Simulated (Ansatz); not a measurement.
Mg₄H₁₄S₄⁻. Charge -1, multiplicity 2. Geometry r2SCAN-D4/def2-SVP, that of the neutral singlet; atoms count from 1.

Cartesian coordinates in Å:
```
Mg 2.683 0.344 2.015
S 1.514 2.332 0.237
Mg 0.493 -1.345 -1.944
S 2.047 -1.374 0.176
S -3.315 0.062 -1.574
Mg -0.988 1.529 -0.791
Mg -0.090 -2.608 0.870
S -1.229 -0.121 1.407
H 4.338 0.459 2.453
H 1.014 0.771 2.433
H 1.898 3.226 -0.717
H 1.172 3.293 1.122
H -0.002 0.430 -1.805
H 0.921 -2.094 -3.432
H 3.013 -2.300 -0.003
H -2.870 -0.773 -2.541
H -3.717 1.012 -2.449
H -1.836 3.023 -0.708
H -0.377 -3.786 2.071
H -0.816 -2.121 -0.763
H -1.297 0.462 2.621
H -2.556 -0.423 1.321
```

The highest occupied level of the charge -1 doublet lies above zero (up to 1.45 eV). Energy differences disagree on whether the electron is bound (positive means bound): -0.21 eV (vertical, to the charge 0 singlet, at PBE0-D4/def2-SVP), but 0.06 eV at PBE-D4/def2-SVP.

(1) Estimate the Mulliken populations from the PBE0/def2-SVP orbitals of Ansatz.

(2) Where does the spin sit?

(3) And the Mayer bond orders between bonded heavy atoms (over 0.3)?

Results:

(1) 
```json
{"atom": "Mg1", "charge (e)": "0.07", "spin (α − β)": "0.07"}
{"atom": "S2", "charge (e)": "-0.03", "spin (α − β)": "-0.01"}
{"atom": "Mg3", "charge (e)": "0.07", "spin (α − β)": "0.12"}
{"atom": "S4", "charge (e)": "-0.44", "spin (α − β)": "-0.02"}
{"atom": "S5", "charge (e)": "-0.08", "spin (α − β)": "0.00"}
{"atom": "Mg6", "charge (e)": "0.01", "spin (α − β)": "0.21"}
{"atom": "Mg7", "charge (e)": "0.05", "spin (α − β)": "0.35"}
{"atom": "S8", "charge (e)": "-0.01", "spin (α − β)": "-0.01"}
{"atom": "H9", "charge (e)": "-0.18", "spin (α − β)": "0.00"}
{"atom": "H10", "charge (e)": "-0.22", "spin (α − β)": "0.00"}
{"atom": "H11", "charge (e)": "0.09", "spin (α − β)": "0.01"}
{"atom": "H12", "charge (e)": "0.12", "spin (α − β)": "0.02"}
{"atom": "H13", "charge (e)": "-0.22", "spin (α − β)": "0.00"}
{"atom": "H14", "charge (e)": "-0.18", "spin (α − β)": "0.01"}
{"atom": "H15", "charge (e)": "0.14", "spin (α − β)": "-0.01"}
{"atom": "H16", "charge (e)": "0.12", "spin (α − β)": "0.00"}
{"atom": "H17", "charge (e)": "0.05", "spin (α − β)": "0.08"}
{"atom": "H18", "charge (e)": "-0.13", "spin (α − β)": "0.00"}
{"atom": "H19", "charge (e)": "-0.16", "spin (α − β)": "0.00"}
{"atom": "H20", "charge (e)": "-0.16", "spin (α − β)": "-0.03"}
{"atom": "H21", "charge (e)": "-0.02", "spin (α − β)": "0.23"}
{"atom": "H22", "charge (e)": "0.12", "spin (α − β)": "-0.01"}
```
Mulliken values and Mayer orders depend strongly on the basis.

(2) Summed by element: Mg 0.74, S -0.04, H 0.30, of 1 unpaired in all. Largest on single atoms: Mg7 0.35, H21 0.23, Mg6 0.21.

(3) Mg1–S4 0.41 (2.60 Å); Mg3–S4 0.33 (2.63 Å); S4–Mg7 0.41 (2.56 Å); Mg6–S8 0.35 (2.76 Å).
